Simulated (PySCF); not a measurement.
## UHF on In²⁺ (indium, charge +2)

Configuration: [Kr] 4d10 5s1, 2S determinant. Computed with PySCF 2.14 in cc-pVTZ-PP with ECP28MDF (5s4p3d1f, 39 functions), with scalar relativity through the core potential.

```
Total energy             : -188.393576 hartree
One-electron energy      : -321.4923 hartree
Hartree (Coulomb) energy : 148.5697 hartree
Exchange energy          : -15.4710 hartree
⟨S²⟩                     : 0.7507
⟨L²⟩                     : 0.000
Sum of ⟨r⟩               : 21.44 bohr
Sum of ⟨r²⟩              : 29.92 bohr²
Time after the integrals : 0.1 s of wall time on 1 thread of Neoverse-V1 (shared host)
```

| shell | electrons | mean orbital energy (hartree) | rms radius, mean of both spins (bohr) |
| --- | --- | --- | --- |
| 4s α | 1 | -6.02839 | 0.912 |
| 4s β | 1 | -6.01609 | 0.912 |
| 4p α | 3 | -4.28025 | 0.994 |
| 4p β | 3 | -4.27606 | 0.994 |
| 4d α | 5 | -1.66414 | 1.25 |
| 4d β | 5 | -1.65545 | 1.25 |
| 5s α | 1 | -0.98352 | 2.57 |

Energies and moments cover only the electrons outside the core potential.
